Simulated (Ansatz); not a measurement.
Born–Oppenheimer molecular dynamics of BCl3H5NO (11 atoms, charge 0, multiplicity 1). It starts at the highest image of a converged band. Of that band: The profile has 2 maxima (images 1, 3) with wells between them (image 2): this band takes more than one step, which may be the mechanism or a detour left from its start path. A vibrational analysis at the climbing image gives one clearly imaginary mode, 1108i cm⁻¹: a first-order saddle point.

All numbers below come from RHF/def2-SVP in Ansatz 0.2.0.

```yaml
ensemble: NVE (velocity Verlet)
time_step: 0.5 fs
steps_asked: 200
starting_velocities_drawn_for: 300 K
seed: 4983
```

Frames 2.5 fs apart, positions in Å, forces in eV/Å.

Velocities at 65 fs (Å/ps):

```
B -0.44 -0.77 3.96
Cl -0.44 0.83 -1.99
Cl 0.12 -2.85 -0.75
Cl 0.07 -0.09 -2.84
H -22.39 7.12 2.98
O 3.82 1.14 3.94
H -5.80 13.60 0.55
N -1.43 2.19 6.32
H -8.40 -16.72 12.13
H 14.70 -5.97 -12.18
H -5.33 36.21 0.04
```

```xyz
11
Properties=species:S:1:pos:R:3:forces:R:3 time_fs=65 energy_less_start_eV=0.083 T=229
B 0.180 -1.332 -0.743 -0.02 -0.55 -0.67
Cl 1.874 -1.055 -0.093 0.26 -0.14 0.03
Cl 0.178 -2.321 -2.349 -0.07 0.60 0.86
Cl -0.986 -1.920 0.541 -0.01 -0.25 -0.11
H -0.403 0.644 -0.325 0.28 0.59 0.60
O -0.350 0.076 -1.118 -0.68 -0.96 -0.10
H 0.005 0.345 1.861 -0.13 0.76 -0.31
N -0.161 1.217 1.352 0.17 -0.46 -0.27
H 0.061 0.446 -1.877 0.35 0.50 -0.41
H 0.661 1.798 1.420 -0.08 -0.13 0.16
H -0.933 1.704 1.765 -0.07 0.02 0.21
11
Properties=species:S:1:pos:R:3:forces:R:3 time_fs=67.5 energy_less_start_eV=0.159 T=164
B 0.179 -1.336 -0.735 0.03 -0.40 -0.83
Cl 1.873 -1.053 -0.098 0.35 -0.17 0.10
Cl 0.178 -2.327 -2.350 -0.08 0.67 0.93
Cl -0.985 -1.920 0.534 -0.12 -0.33 0.07
H -0.448 0.674 -0.306 0.57 -0.17 -0.19
O -0.342 0.076 -1.107 -1.04 -0.51 0.87
H -0.013 0.387 1.864 -0.04 -0.83 0.75
N -0.165 1.223 1.367 -0.68 2.18 -0.99
H 0.058 0.428 -1.874 0.46 0.72 -0.67
H 0.689 1.776 1.394 -0.47 -0.29 0.13
H -0.934 1.784 1.766 1.00 -0.86 -0.18
11
Properties=species:S:1:pos:R:3:forces:R:3 time_fs=70 energy_less_start_eV=0.169 T=156
B 0.178 -1.341 -0.732 0.11 -0.24 -0.91
Cl 1.873 -1.052 -0.102 0.43 -0.21 0.15
Cl 0.178 -2.333 -2.349 -0.09 0.70 0.94
Cl -0.985 -1.921 0.527 -0.21 -0.42 0.22
H -0.460 0.695 -0.295 0.66 -0.61 -0.45
O -0.338 0.076 -1.093 -0.12 0.84 -0.99
H -0.034 0.393 1.902 -0.25 -0.02 0.22
N -0.171 1.238 1.377 0.01 0.15 -1.09
H 0.076 0.446 -1.898 -0.60 -0.28 1.36
H 0.695 1.740 1.375 0.18 0.15 0.13
H -0.887 1.821 1.761 -0.12 -0.06 0.42
11
Properties=species:S:1:pos:R:3:forces:R:3 time_fs=72.5 energy_less_start_eV=0.143 T=178
B 0.177 -1.348 -0.734 0.19 -0.22 -0.86
Cl 1.874 -1.050 -0.107 0.43 -0.24 0.16
Cl 0.178 -2.337 -2.347 -0.10 0.72 0.91
Cl -0.986 -1.923 0.521 -0.25 -0.47 0.28
H -0.435 0.684 -0.307 0.37 -0.13 0.27
O -0.335 0.077 -1.083 -0.58 -0.06 -0.63
H -0.070 0.399 1.952 -0.29 1.00 -0.58
N -0.177 1.252 1.384 0.64 -1.61 -0.55
H 0.068 0.455 -1.858 0.02 0.17 0.15
H 0.710 1.711 1.365 0.33 0.22 0.16
H -0.845 1.855 1.780 -0.76 0.62 0.68
11
Properties=species:S:1:pos:R:3:forces:R:3 time_fs=75 energy_less_start_eV=0.124 T=195
B 0.178 -1.357 -0.740 0.23 -0.17 -0.76
Cl 1.875 -1.049 -0.111 0.41 -0.25 0.15
Cl 0.178 -2.340 -2.344 -0.10 0.69 0.81
Cl -0.987 -1.926 0.514 -0.24 -0.49 0.30
H -0.387 0.666 -0.302 0.05 0.30 0.88
O -0.334 0.079 -1.075 -1.12 -0.98 0.08
H -0.121 0.452 1.975 0.03 -0.23 0.06
N -0.181 1.262 1.388 -0.22 1.11 -0.13
H 0.062 0.475 -1.811 0.74 0.71 -1.23
H 0.739 1.693 1.365 -0.42 -0.15 0.24
H -0.836 1.915 1.831 0.64 -0.54 -0.42
11
Properties=species:S:1:pos:R:3:forces:R:3 time_fs=77.5 energy_less_start_eV=0.106 T=210
B 0.180 -1.365 -0.751 0.17 0.05 -0.63
Cl 1.877 -1.049 -0.115 0.41 -0.27 0.15
Cl 0.178 -2.342 -2.339 -0.08 0.57 0.63
Cl -0.988 -1.929 0.509 -0.21 -0.49 0.30
H -0.336 0.659 -0.254 -0.17 -0.32 -0.01
O -0.337 0.077 -1.067 0.15 0.99 -1.04
H -0.171 0.494 2.000 0.18 -0.89 0.31
N -0.186 1.276 1.391 -0.30 1.52 -0.14
H 0.089 0.526 -1.817 -0.41 -0.65 0.88
H 0.748 1.669 1.379 -0.24 -0.11 0.23
H -0.798 1.951 1.863 0.50 -0.39 -0.68
11
Properties=species:S:1:pos:R:3:forces:R:3 time_fs=80 energy_less_start_eV=0.123 T=195
B 0.183 -1.374 -0.765 0.06 0.27 -0.37
Cl 1.879 -1.049 -0.119 0.38 -0.28 0.13
Cl 0.177 -2.343 -2.333 -0.07 0.42 0.39
Cl -0.990 -1.933 0.503 -0.13 -0.47 0.25
H -0.296 0.636 -0.204 -0.44 -0.52 -0.74
O -0.339 0.079 -1.063 0.22 1.10 0.11
H -0.212 0.494 2.036 0.16 0.38 -0.77
N -0.192 1.294 1.394 0.40 -1.45 0.20
H 0.099 0.547 -1.784 -0.25 -0.52 0.54
H 0.746 1.638 1.406 0.50 0.09 0.13
H -0.737 1.970 1.860 -0.83 0.99 0.14
11
Properties=species:S:1:pos:R:3:forces:R:3 time_fs=82.5 energy_less_start_eV=0.113 T=204
B 0.186 -1.382 -0.781 -0.03 0.35 0.09
Cl 1.883 -1.050 -0.122 0.29 -0.29 0.06
Cl 0.176 -2.343 -2.326 -0.06 0.28 0.09
Cl -0.991 -1.938 0.499 -0.02 -0.42 0.14
H -0.280 0.587 -0.193 -0.49 0.15 -0.33
O -0.341 0.084 -1.058 -0.81 -0.76 1.39
H -0.243 0.509 2.033 -0.03 0.33 -0.54
N -0.196 1.308 1.398 0.60 -0.48 0.60
H 0.100 0.544 -1.728 0.89 0.76 -1.25
H 0.767 1.611 1.441 0.00 -0.07 0.00
H -0.714 2.036 1.858 -0.33 0.15 -0.25
11
Properties=species:S:1:pos:R:3:forces:R:3 time_fs=85 energy_less_start_eV=0.141 T=180
B 0.189 -1.387 -0.797 -0.09 0.46 0.62
Cl 1.886 -1.050 -0.126 0.20 -0.29 0.00
Cl 0.176 -2.343 -2.319 -0.06 0.13 -0.23
Cl -0.993 -1.944 0.494 0.07 -0.37 0.05
H -0.293 0.547 -0.198 -0.34 0.95 0.70
O -0.345 0.087 -1.049 0.26 -0.50 -1.51
H -0.278 0.538 2.003 -0.36 -0.78 0.59
N -0.197 1.321 1.404 0.65 1.92 0.13
H 0.139 0.571 -1.724 -0.24 -0.29 0.46
H 0.788 1.581 1.476 -0.54 -0.11 -0.12
H -0.710 2.109 1.841 0.43 -1.12 -0.69
11
Properties=species:S:1:pos:R:3:forces:R:3 time_fs=87.5 energy_less_start_eV=0.100 T=214
B 0.192 -1.390 -0.809 -0.16 0.70 1.08
Cl 1.890 -1.052 -0.129 0.15 -0.29 -0.03
Cl 0.175 -2.342 -2.313 -0.05 -0.03 -0.53
Cl -0.995 -1.950 0.490 0.13 -0.33 0.01
H -0.327 0.556 -0.172 -0.24 0.47 -0.07
O -0.349 0.089 -1.045 0.67 0.23 -1.18
H -0.332 0.532 1.999 -0.34 0.13 0.06
N -0.196 1.340 1.410 0.61 -0.38 -0.19
H 0.170 0.586 -1.702 -0.62 -0.59 0.88
H 0.784 1.545 1.505 0.15 0.12 -0.07
H -0.689 2.127 1.789 -0.29 -0.03 0.05
11
Properties=species:S:1:pos:R:3:forces:R:3 time_fs=90 energy_less_start_eV=0.132 T=188
B 0.193 -1.389 -0.815 -0.21 0.84 1.37
Cl 1.895 -1.054 -0.133 0.09 -0.28 -0.04
Cl 0.174 -2.342 -2.307 -0.04 -0.12 -0.72
Cl -0.996 -1.957 0.485 0.17 -0.28 0.01
H -0.374 0.593 -0.150 -0.04 -0.31 -0.92
O -0.350 0.090 -1.044 -0.75 -0.34 1.51
H -0.405 0.533 1.998 0.00 1.01 -0.50
N -0.193 1.357 1.416 0.28 -2.33 -0.32
H 0.173 0.575 -1.640 0.77 0.71 -0.92
H 0.786 1.516 1.530 0.44 0.19 0.06
H -0.684 2.144 1.739 -0.71 0.90 0.48
11
Properties=species:S:1:pos:R:3:forces:R:3 time_fs=92.5 energy_less_start_eV=0.089 T=223
B 0.194 -1.383 -0.814 -0.20 0.72 1.49
Cl 1.899 -1.056 -0.136 0.04 -0.24 -0.05
Cl 0.173 -2.342 -2.303 -0.04 -0.08 -0.75
Cl -0.998 -1.965 0.481 0.18 -0.23 0.03
H -0.423 0.615 -0.176 0.16 -0.42 -0.42
O -0.354 0.092 -1.039 -0.04 0.45 0.13
H -0.480 0.583 1.974 -0.03 -0.09 0.24
N -0.188 1.367 1.421 -0.26 0.58 -0.46
H 0.209 0.595 -1.617 0.01 -0.02 -0.15
H 0.808 1.498 1.558 -0.44 0.07 0.10
H -0.711 2.199 1.712 0.63 -0.74 -0.16
```

Of the whole run (100 fs, mean temperature of the second half 199 K): The conserved energy stayed within 0.21 meV per atom of its start (net change 0.038 meV per atom), so the integration is sound. A run of 0.1 ps of so small a system gives no equilibrium averages. The orbitals stay closed-shell, which can raise the energy where a bond breaks towards radicals; this wasn't checked here.

Run time: 5.8 min on 2 threads of AMD EPYC 7B13 (Zen 3), on a shared host, peak memory 0.31 GiB.
